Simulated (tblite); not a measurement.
Compound: C3H11N3Si2.
Numbering: `[CH2:1]=[N:2]/[CH:3]=[N:4]/[SiH2:5][N:6]([CH3:7])[SiH3:8]` (hydrogens: H9, H10 on C1; H11 on C3; H12, H13 on Si5; H14, H15, H16 on C7; H17, H18, H19 on Si8)

Computed with GFN2-xTB (tblite), gas phase: L-BFGS steps from a force-field or distance-geometry start until the largest atomic force falls under 0.01 eV/Å.

Step 89: E = -660.5132 eV
```
atom  x, y, z in Å  |  force x, y, z in eV/Å
C1      3.8096    0.8885    0.7992   -0.145  -0.006   0.040
N2      2.8446    0.1341    1.0540    0.112   0.022  -0.050
C3      2.0266   -0.5427    0.2120   -0.018   0.028  -0.018
N4      1.2107    0.0375   -0.5484    0.007  -0.020   0.014
Si5    -0.1022   -0.4990   -1.5066   -0.012   0.013   0.010
N6     -1.5357   -0.2516   -0.5559   -0.124  -0.044  -0.017
C7     -2.7815   -0.5540   -1.2339   -0.038   0.011   0.028
Si8    -1.6023    0.6761    0.9099    0.030   0.009  -0.040
H9      4.2960    1.4029    1.6165    0.015  -0.025   0.024
H10     4.1952    1.0570   -0.2051    0.049   0.002  -0.030
H11     2.0869   -1.6281    0.3813   -0.018   0.003  -0.035
H12    -0.1547   -1.9086   -1.9361    0.034   0.037   0.047
H13    -0.0035    0.3922   -2.6740   -0.020  -0.058   0.062
H14    -3.0951    0.2716   -1.8818   -0.015  -0.021   0.019
H15    -2.6708   -1.4406   -1.8607    0.024   0.031   0.050
H16    -3.5754   -0.7421   -0.5048    0.106   0.045  -0.125
H17    -0.6087    0.1407    1.8359    0.052   0.014   0.004
H18    -1.4025    2.1146    0.6876    0.009  -0.030   0.001
H19    -2.9468    0.4608    1.4489   -0.048  -0.012   0.014
```

Step 90: E = -660.5155 eV
```
atom  x, y, z in Å  |  force x, y, z in eV/Å
C1      3.8028    0.8987    0.8041   -0.060  -0.013  -0.004
N2      2.8486    0.1280    1.0474    0.043   0.023  -0.034
C3      2.0333   -0.5476    0.2023   -0.007   0.011  -0.004
N4      1.2087    0.0295   -0.5511    0.029  -0.005   0.027
Si5    -0.1048   -0.5101   -1.5055   -0.021   0.007   0.032
N6     -1.5355   -0.2577   -0.5506   -0.124  -0.053  -0.011
C7     -2.7812   -0.5462   -1.2349   -0.041   0.036  -0.003
Si8    -1.6012    0.6721    0.9145    0.020   0.021  -0.043
H9      4.2864    1.4059    1.6292   -0.013  -0.035  -0.009
H10     4.1915    1.0778   -0.1989    0.032   0.020   0.014
H11     2.1022   -1.6338    0.3656   -0.016   0.008  -0.041
H12    -0.1584   -1.9190   -1.9342    0.029   0.016   0.054
H13    -0.0092    0.3702   -2.6798   -0.018  -0.031   0.055
H14    -3.0720    0.2812   -1.8922   -0.027  -0.045   0.021
H15    -2.6796   -1.4397   -1.8557    0.011   0.059   0.083
H16    -3.5865   -0.7111   -0.5119    0.134   0.028  -0.135
H17    -0.6023    0.1468    1.8405    0.055   0.011  -0.005
H18    -1.4103    2.1118    0.6846    0.006  -0.046   0.009
H19    -2.9421    0.4525    1.4646   -0.030  -0.012  -0.005
```

**Question.** Estimate the geometry and energy of step 91. (The exact step hangs on the optimiser's Hessian estimate; all steps are aligned on step 90, rigid shifts and turns removed.)

**Answer.** E = -660.5175 eV, largest force 0.106 eV/Å
```
atom  x, y, z in Å  |  force x, y, z in eV/Å
C1      3.8001    0.9047    0.8066    0.059   0.002  -0.020
N2      2.8526    0.1257    1.0413   -0.076  -0.023  -0.001
C3      2.0371   -0.5480    0.1953    0.009  -0.008   0.011
N4      1.2063    0.0275   -0.5522    0.028   0.023   0.026
Si5    -0.1083   -0.5152   -1.5025   -0.014  -0.001   0.055
N6     -1.5385   -0.2643   -0.5458   -0.057  -0.033   0.014
C7     -2.7813   -0.5425   -1.2363   -0.013   0.044  -0.028
Si8    -1.6022    0.6694    0.9174    0.001   0.009  -0.024
H9      4.2838    1.4048    1.6374   -0.037  -0.037  -0.037
H10     4.1933    1.0855   -0.1944    0.034   0.053   0.014
H11     2.1101   -1.6347    0.3537   -0.009   0.008  -0.039
H12    -0.1556   -1.9228   -1.9306    0.018  -0.017   0.055
H13    -0.0167    0.3559   -2.6820   -0.017   0.000   0.040
H14    -3.0590    0.2852   -1.8960   -0.043  -0.003  -0.021
H15    -2.6828   -1.4370   -1.8547    0.001   0.030   0.072
H16    -3.5911   -0.6948   -0.5198    0.072  -0.005  -0.077
H17    -0.6003    0.1517    1.8460    0.043   0.012  -0.027
H18    -1.4154    2.1083    0.6796    0.005  -0.042   0.013
H19    -2.9420    0.4498    1.4751   -0.002  -0.011  -0.025
```

The energy changes by -0.0020 eV. The first-order estimate −F·Δx gives -0.0031 eV and the mean of the old and new forces, exact on a quadratic surface, -0.0020 eV. The step makes an angle of 77° with the force vector and moves no atom by more than 0.019 Å.

What follows is the cost of the whole relaxation. Time: 2.4 s wall. Hardware: an Arm Neoverse N1 with one thread, shared host with 64 logical CPUs at a one-minute load of 61.
